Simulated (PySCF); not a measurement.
A PySCF script (with the pyscf-properties extension) for the NMR shieldings of [CrO2S2]2- (SMILES [O]=[Cr-2](=[O])(=[S])=[S]), on a PBE0-D3(BJ)/def2-SVP geometry:

```python
import basis_set_exchange as bse
import numpy as np
from pyscf import gto, dft
from pyscf.prop import nmr

atoms = """
Cr    0.086614   -0.001019    0.066620
O     0.077308   -0.033164    1.648112
O     1.582367    0.009432   -0.440754
S    -0.876262    1.775029   -0.600417
S    -0.870027   -1.750278   -0.673551
"""
names = {"Cr": "pcSseg-2", "O": "pcSseg-1", "S": "pcSseg-1"}
basis = {el: gto.basis.parse(bse.get_basis(n, elements=[el], fmt="nwchem")) for el, n in names.items()}
mol = gto.M(atom=atoms, basis=basis, charge=-2, verbose=0)
mf = dft.RKS(mol, xc="B3LYP")
mf.grids.level = 2
mf.grids.alignment = dft.numint.BLKSIZE   # the property module wants whole blocks of grid points
mf.conv_tol = 1e-9
mf.kernel()

calc = nmr.RKS(mf)   # GIAO
C = mf.mo_coeff
Co = C[:, mf.mo_occ > 0]
resp = mf.gen_response(singlet=True, hermi=2)
def vind(x):   # induced exchange potential for any number of trial vectors
    d = np.einsum("pi,xij,qj->xpq", C, 2 * x.reshape(-1, C.shape[1], Co.shape[1]), Co, optimize=True)
    return np.einsum("xpq,pi,qj->xij", resp(d - d.transpose(0, 2, 1)), C, Co, optimize=True).ravel()
mo1, _ = nmr.rhf.solve_mo1(calc, with_cphf=vind)
sigma = calc.kernel(mo1)
for i, s in enumerate(sigma):   # ppm
    w = np.linalg.eigvalsh((s + s.T) / 2)
    print("%2d %-2s iso %8.1f  s11 %8.1f  s22 %8.1f  s33 %8.1f" % (i, mol.atom_pure_symbol(i), w.mean(), *w))
```

Problem. What does it print?

Solution. 
```
 0 Cr iso  -4091.9  s11  -5627.8  s22  -3752.2  s33  -2895.8
 1 O  iso   -734.8  s11  -1157.8  s22   -735.8  s33   -310.9
 2 O  iso   -734.4  s11  -1160.5  s22   -733.5  s33   -309.0
 3 S  iso   -342.3  s11  -1108.2  s22   -206.0  s33    287.1
 4 S  iso   -342.4  s11  -1108.2  s22   -205.6  s33    286.8
```

These numbers come from an equivalent density-fitted implementation of the same equations, which agrees with the script to about 0.01 ppm for H and up to a few tenths of a ppm for heavy atoms, so last digits may differ.

Problem. Turn these shieldings into chemical shifts. Chemical shifts δ = σref − σ; ⁵³Cr (σ = -2841.46 ppm) against CrO4 2-; H2O for ¹⁷O (σ = 334.04 ppm); ³³S (σ = 485.41 ppm) against CS2, all at this level.

Solution. Averaging equivalent atoms: Cr 0: 1250; O 1/2: 1068.6; S 3/4: 828 ppm. Unscaled 17O shifts of doubly bonded oxygen tend to come out too high, by tens of ppm or more. Experimental scales use liquid or dissolved standards, which lie at an offset from isolated H2O (liquid H2O: subtract about 36 ppm).

Size and cost of the density-fitted run: 155 basis functions, 15 s wall time on 1 thread of an Arm Neoverse V2, shared host.
